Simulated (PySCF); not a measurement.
Si(CCH)(Cl)2(H) (C2H2Cl2Si), SMILES C#C[SiH](Cl)Cl.

Geometry: B3LYP-D3(BJ)/def2-SVP.

All values below come from PySCF with PBE/def2-TZVP.

Symmetry labels are those of the subgroup Cs that the program uses (full group Cs).

Computed valence orbital energies around the gap with their symmetry:
| orbital | symmetry | energy (eV) |
|---|---|---|
| HOMO−7 | A" | -10.33 |
| HOMO−6 | A' | -10.18 |
| HOMO−5 | A' | -8.49 |
| HOMO−4 | A" | -8.32 |
| HOMO−3 | A" | -8.01 |
| HOMO−2 | A' | -7.95 |
| HOMO−1 | A' | -7.63 |
| HOMO | A" | -7.51 |
| LUMO | A" | -1.90 |
| LUMO+1 | A' | -1.85 |
| LUMO+2 | A' | -0.41 |
| LUMO+3 | A' | 0.45 |
